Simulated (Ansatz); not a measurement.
Pulling on the Al1–O2 bond in AlO (multiplicity 2 held). Energies count from the point at 1.627 Å.


Restricted levels (R-, RO-) in cc, def2 and unpolarised 6-31G sets keep to the state of the molecule at rest. U- levels take the lowest unrestricted solution at each point, which mixes spins at long bonds. Levels need not reach the same state.

Cores are frozen in the correlated methods.

Run with Ansatz (a first-principles code) with Gaussian orbitals. Values without a source in brackets are computed.

Energies in kcal/mol.

```csv
R (Å),U-HF/cc-pV(T+d)Z,U-PBE/cc-pV(T+d)Z,U-B3LYP/cc-pV(T+d)Z,RO-wB97X-V/cc-pV(T+d)Z,RO-MP2/cc-pV(T+d)Z,U-CCSD/cc-pV(T+d)Z
1.302,85.6,85.0,81.8,79.5,127.4,69.8
1.465,22.2,15.4,13.9,12.3,33.7,0.7
1.627,0.0,0.0,0.0,0.0,0.0,0.0
1.790,-4.0,7.4,7.6,9.0,-6.6,-6.4
1.953,3.0,22.5,18.1,22.9,-1.2,-0.7
2.197,20.8,38.8,33.0,44.5,15.1,15.8
2.441,39.9,54.5,49.8,64.5,33.7,34.3
2.848,58.3,77.8,74.4,92.7,61.8,61.8
3.255,61.4,94.4,91.3,114.7,84.1,79.8
3.743,62.1,106.9,102.3,134.1,104.2,91.2
4.394,62.3,115.6,109.6,151.2,123.0,91.9
5.208,62.6,119.9,113.9,163.7,136.3,92.3
6.510,62.7,122.3,116.6,174.6,140.1,92.5
```

Doubts at one or more of the structures used: a spin-contaminated determinant (U-HF/cc-pV(T+d)Z, U-PBE/cc-pV(T+d)Z, U-B3LYP/cc-pV(T+d)Z, U-CCSD/cc-pV(T+d)Z); a restricted determinant that unrestricted orbitals would lower (RO-wB97X-V/cc-pV(T+d)Z, RO-MP2/cc-pV(T+d)Z); T1 above 0.05 (U-CCSD/cc-pV(T+d)Z); the program's own flag: large difference (U-CCSD/cc-pV(T+d)Z).
